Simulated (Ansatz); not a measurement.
Input (CCSDT(Q)/cc-pV(D+d)Z; Ansatz, an electronic-structure program): A basis named .json is the Basis Set Exchange file of that set.

Ansatz 0.2 input:
```yaml
crystal:
  periodic: [false, false, false]
  atoms:
    - {symbol: Si, position_ang: [-0.14877552, 0.69934888, 0.45227133]}
    - {symbol: S, position_ang: [1.71763321, -0.14291615, -0.19603813]}
    - {symbol: Cl, position_ang: [-1.62241682, -0.52266230, -0.33241957]}
    - {symbol: H, position_ang: [-0.26541544, 0.64560543, 1.93881877]}
    - {symbol: H, position_ang: [2.44722732, 0.73542786, 0.51712533]}
basis:
  gaussian:
    orbitals: cc-pV_D+d_Z.json
magnetization: {spin_polarized: true, initial_magnetization: 1}
correlation: {method: ccsdt_q, electrons: outside_noble_gas}
```

Output:

```
Functional definition: HF
integrals: 0.17 GiB planned
1499 factors; integrals over basis functions are off by at most 2.1e-7 eV
mean field: 0.53 GiB planned
mean field evaluation 1: about -31214.9962 eV, gradient 1.2e1 eV
mean field evaluation 2: about -31215.0200 eV, gradient 1.2e1 eV
mean field evaluation 4: about -31216.3759 eV, gradient 1.9e0 eV
mean field evaluation 8: about -31216.4401 eV, gradient 2.5e-1 eV
mean field evaluation 16: about -31214.9968 eV, gradient 1.2e1 eV
mean field -31216.44208976 eV, -1147.1830875343 hartree, gradient 5.4e-6 eV, S^2 0.756392; 0 other end points of the search recorded, 0 dependent functions left out
15 core orbitals not correlated
reference -31216.44208976 eV, -1147.1830875343 hartree; 10, 9 occupied and 54, 55 virtual orbitals, 1499 factors
second order -9.53567824 eV of doubles, -0.00000000 eV of singles
coupled cluster: 5.19 GiB planned
cycle   1  -10.36590784 eV  change   -8.3e-1 eV  update   8.9e-2
cycle   2  -10.85443795 eV  change   -4.9e-1 eV  update   3.8e-2
cycle   3  -11.05975630 eV  change   -2.1e-1 eV  update   2.3e-2
cycle   4  -11.03844387 eV  change    2.1e-2 eV  update   8.2e-3
cycle   5  -11.03909356 eV  change   -6.5e-4 eV  update   4.9e-3
cycle   6  -11.04182180 eV  change   -2.7e-3 eV  update   2.3e-3
cycle   7  -11.04180583 eV  change    1.6e-5 eV  update   1.3e-3
cycle   8  -11.04191226 eV  change   -1.1e-4 eV  update   5.4e-4
cycle   9  -11.04208680 eV  change   -1.7e-4 eV  update   2.7e-4
cycle  10  -11.04195355 eV  change    1.3e-4 eV  update   1.3e-4
cycle  11  -11.04192971 eV  change    2.4e-5 eV  update   6.9e-5
cycle  12  -11.04197041 eV  change   -4.1e-5 eV  update   3.2e-5
cycle  13  -11.04198654 eV  change   -1.6e-5 eV  update   1.3e-5
cycle  14  -11.04200034 eV  change   -1.4e-5 eV  update   6.2e-6
cycle  15  -11.04200516 eV  change   -4.8e-6 eV  update   2.9e-6
cycle  16  -11.04200530 eV  change   -1.5e-7 eV  update   1.5e-6
perturbative correction -0.02389419 eV, -0.0008780951 hartree
Total energy: -31227.50798925 eV, -1147.5897518397 hartree
```
